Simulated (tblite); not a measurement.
Isomers of C6H13NOSi. Method: GFN2-xTB as coded in tblite; computed harmonic values from a numerical Hessian at the method's own geometry, unscaled. Against measured fundamentals such values can be off by several per cent, at times by over 20. Modes of hydrogen on silicon can be 10 to 20 % off. One conformer each.

Electronic energies: GFN2-xTB at the same geometries; isomer energies are rough at this level and their order can be wrong.

| SMILES | electronic energy, lowest = 0 (kJ/mol) |
| --- | --- |
| [SiH3]O/C=C/N1CCCC1 | 0.0 |
| C=CC[SiH2]N(C)C(C)=O | 108.2 |
| C/N=C/[C@@H]1COCC[SiH2]1 | 204.9 |

Question: How do GFN2-xTB zero-point energies change the relative energies?

Answer: 
```csv
SMILES,ZPE (kJ/mol),of it from modes above 1550 cm⁻¹,electronic (kJ/mol),"with ZPE, lowest = 0 (kJ/mol)",lowest mode (cm⁻¹),rings
[SiH3]O/C=C/N1CCCC1,465.6,229.1,0.0,0.0,35,1
C=CC[SiH2]N(C)C(C)=O,462.3,246.5,108.2,104.9,22,0
C/N=C/[C@@H]1COCC[SiH2]1,467.7,229.7,204.9,207.0,57,1
```

The zero-point energies span 5.4 kJ/mol, from `C=CC[SiH2]N(C)C(C)=O` to `C/N=C/[C@@H]1COCC[SiH2]1`. The order is unchanged.
